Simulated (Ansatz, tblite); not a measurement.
Cost and result up the ladder for the cluster BO3H3 (7 atoms). Charge 0, multiplicity 1. Geometry: PBE-D4/def2-TZVP.

```csv
atom,x (Å),y (Å),z (Å)
B1,-0.3161,0.4132,0.1903
O2,-0.8183,-0.7804,0.3563
O3,0.8991,0.1986,-0.7991
O4,-1.9707,-1.0966,1.0941
H5,-0.4811,1.5391,0.5302
H6,0.9187,-0.7900,-0.8973
H7,1.7684,0.5160,-0.4745
```

Ansatz on 2 threads of Arm Neoverse V2 on a shared host; xTB runs through tblite on one thread. Times are rough, summed over both states, and most runs start from the orbitals of an earlier one. PBE0-D4/def2-TZVP serves as the yardstick here, not as an exact answer. The other state is a triplet.

The xTB rows come from tblite. The structure holds one bond between oxygen atoms, so isomers without such links may lie far lower. The structure comes from a short search, and lower isomers may exist.

xTB has no spin-polarisation term.

```
                         level  functions  vertical triplet (eV)  difference from PBE0-D4/def2-TZVP (eV)
                      GFN2-xTB         19                   4.88                                    2.19
             PBE0-D4/def2-TZVP        142                   2.69                                    0.00
                      GFN1-xTB         22                   5.20                                    2.51
PBE-D4/def2-TZVP (with forces)        142                   2.70                                    0.01
```

Estimate how long each takes.

GFN1-xTB 0.004 s; GFN2-xTB 0.004 s; PBE-D4/def2-TZVP (with forces) 6.1 s; PBE0-D4/def2-TZVP 7.3 s. On shared hardware such times vary by a factor of up to 3.
